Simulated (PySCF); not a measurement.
**Two-photon absorption: `C=Cc1ccc(Br)cc1`, C8H7Br**

Cartesian coordinates in Å; atom numbers follow the order of the lines, from 1:
```xyz
16

C     3.6521    0.5926    0.6174
C     2.7095   -0.3460    0.4718
C     1.2632   -0.1392    0.3362
C     0.4241   -1.2540    0.1935
C    -0.9546   -1.1184    0.0616
C    -1.5152    0.1562    0.0715
Br   -3.3812    0.3605   -0.1059
C    -0.7073    1.2864    0.2116
C     0.6662    1.1323    0.3420
H     3.4190    1.6604    0.6506
H     4.7052    0.3183    0.7097
H     3.0243   -1.3954    0.4481
H     0.8635   -2.2550    0.1857
H    -1.5921   -1.9972   -0.0484
H    -1.1569    2.2808    0.2179
H     1.2855    2.0250    0.4508
```

Theory: PySCF, TDDFT CAM-B3LYP/aug-cc-pVDZ excited states, vertical, gas phase. Geometry: PBE0-D3(BJ)/def2-SVP.

The calculation is non-relativistic, which matters for the atoms heavier than Zn.

Q: Give the one- and two-photon strengths of the lowest singlets.

A: δ for parallel linear polarisation; σ at the peak of a Lorentzian of half width 0.1 eV, single beam; Ω is circular over linear.
```tsv
state	E (eV)	f	photon λ (nm)	δ (au)	σ (GM)	Ω	main
S1	4.75	0.328	522	190	1.57	0.57	HOMO→LUMO 0.72, HOMO→LUMO+2 0.17
S2	4.98	0.197	498	39.8	0.36	0.88	HOMO→LUMO+2 0.46, HOMO−1→LUMO 0.28
S3	5.56	0.001	446	4.78	0.05	1.50	HOMO→LUMO+5 0.36, HOMO→LUMO+1 0.34
S4	5.95	0.001	417	210	2.72	1.50	HOMO→LUMO+1 0.56, HOMO→LUMO+5 0.22
S5	6.06	0.207	409	3.54	0.05	0.95	HOMO−1→LUMO 0.58, HOMO→LUMO+2 0.33
S6	6.23	0.001	398	12.4	0.18	1.50	HOMO→LUMO+3 0.76, HOMO→LUMO+4 0.14
```

Among these, the strongest one-photon state is S1, the strongest two-photon state S4, with a dipole change of 3.0 D (relaxed, norm of the difference vector).
